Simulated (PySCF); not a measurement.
# Ga¹⁴⁺: fine-structure interval

Ga¹⁴⁺ [Ne] 3s2 3p5 [3p1/2^2 3p3/2^3, M_J = 3/2] → Ga¹⁴⁺ [Ne] 3s2 3p5 [3p1/2^1 3p3/2^4, M_J = 1/2], as a difference of total energies. Calculation: PySCF 2.14, in an even-tempered Gaussian basis (19 s from 1.2 bohr⁻², ratio 2.4; 14 p from 1.5 bohr⁻², ratio 2.4; 5 d from 8.1 bohr⁻², ratio 2.6; 4 f from 12 bohr⁻², ratio 2.6); the two-component X2C-1e Hamiltonian. Correlated levels: 1s2 frozen; the 56 highest virtual spinors dropped. "Screened" scales the spin-orbit matrix elements by Boettger's factors to mimic the two-electron term; Breit and QED terms are absent.

| method | fine-structure interval (cm⁻¹) |
| --- | --- |
| GHF (screened spin-orbit) | 41360 |
| GMP2 (screened spin-orbit) | 42574 |
| GHF (bare spin-orbit) | 44329 |
